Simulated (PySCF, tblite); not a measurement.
Isomers of C6H5N. Level: GFN2-xTB in tblite, geometry and Hessian alike; calculated harmonic values, unscaled, isolated species. The method is semi-empirical: single wavenumbers can be off by several per cent or more. One conformer each.

Electronic energies: PBE0/pcSseg-1 single points on the GFN2-xTB geometries (PySCF, gas phase).

```
             SMILES  electronic energy, lowest = 0 (kcal/mol)
[H]/N=C1/C=C(C#C)C1                                      24.0
      C=C=C/C=C/C#N                                       0.0
     CC(C#N)=C1C=C1                                      18.7
```

Problem. How do GFN2-xTB zero-point energies change the relative energies?

Solution. 
| SMILES | ZPE (kcal/mol) | of it from modes above 1550 cm⁻¹ | electronic (kcal/mol) | with ZPE, lowest = 0 (kcal/mol) | lowest mode (cm⁻¹) | rings |
| --- | --- | --- | --- | --- | --- | --- |
| C=C=C/C=C/C#N | 53.7 | 30.5 | 0.0 | 0.0 | 90 | 0 |
| CC(C#N)=C1C=C1 | 54.2 | 30.6 | 18.7 | 19.2 | 102 | 1 |
| [H]/N=C1/C=C(C#C)C1 | 54.8 | 30.7 | 24.0 | 25.1 | 85 | 1 |

The zero-point energies span 1.1 kcal/mol, from `C=C=C/C=C/C#N` to `[H]/N=C1/C=C(C#C)C1`. The order is unchanged.

Problem. And how do the electronic energies of GFN2-xTB itself compare?

Solution. `C=C=C/C=C/C#N` 0.0; `CC(C#N)=C1C=C1` 16.0; `[H]/N=C1/C=C(C#C)C1` 8.1 kcal/mol, lowest = 0. Against the energies above, taken from the same isomer `C=C=C/C=C/C#N`, the largest difference is 15.9 kcal/mol.

Problem. What do entropy and thermal enthalpy add at 298.15 K and 1 bar (rigid rotor, harmonic oscillator, one conformer each)?

Solution. 
```csv
SMILES,point group,symmetry number,S (cal/(mol K)),H − H(0) (kcal/mol),ZPE + H − H(0) − TS (kcal/mol)
C=C=C/C=C/C#N,Cs,1,84.7,5.33,33.7
CC(C#N)=C1C=C1,Cs,1,84.3,5.30,34.3
[H]/N=C1/C=C(C#C)C1,Cs,1,80.4,4.81,35.6
```
